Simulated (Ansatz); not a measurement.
Reactions of `C[SiH2][CH2][AlH][F]`.

Isolated molecules relaxed with PBE0-D4/def2-TZVP in Ansatz; ΔE leaves out vibrations. CBS: MP2 limit from def2 TZ/QZ plus the TZ coupled-cluster correction, frozen cores. This one scheme is used for every species. DFT in def2-TZVPP. Triplets are unrestricted, without spin–orbit coupling. Each species was taken in one conformer, which may not be the lowest.

```json
{"reaction": "`C[SiH2][CH2][AlH][F]` + `[SiH3]S` → `[F][AlH][S][SiH3]` + `C[SiH2]C`", "CCSD(T)/CBS(def2) (kcal/mol)": "-25.9"}
{"reaction": "`C[SiH2][CH2][AlH][F]` + dimethylamine → `C[N](C)[AlH][F]` + `C[SiH2]C`", "CCSD(T)/CBS(def2) (kcal/mol)": "?"}
{"reaction": "`C[SiH2][CH2][AlH][F]` → `C[SiH2][AlH][F]` + `[CH2]` (triplet)", "CCSD(T)/CBS(def2) (kcal/mol)": "?"}
{"reaction": "`C[SiH2][CH2][AlH][F]` + H₂ → `C[SiH2][CH2][AlH2]` + H–F", "CCSD(T)/CBS(def2) (kcal/mol)": "41.8"}
{"reaction": "`C[SiH2][CH2][AlH][F]` → `C[Si](C)(F)[AlH2]`", "CCSD(T)/CBS(def2) (kcal/mol)": "19.5"}
{"reaction": "`C[SiH2][CH2][AlH][F]` → `[CH3][AlH][CH2][SiH2]F`", "CCSD(T)/CBS(def2) (kcal/mol)": "12.4"}
```

Q: Fill in the missing values. (Estimate.)

A: Computed: `C[SiH2][CH2][AlH][F]` + dimethylamine → `C[N](C)[AlH][F]` + `C[SiH2]C`: -19.3 kcal/mol; `C[SiH2][CH2][AlH][F]` → `C[SiH2][AlH][F]` + `[CH2]` (triplet): +118.4 kcal/mol.

Largest T1 diagnostic: 0.012, for `C[SiH2][AlH][F]`.
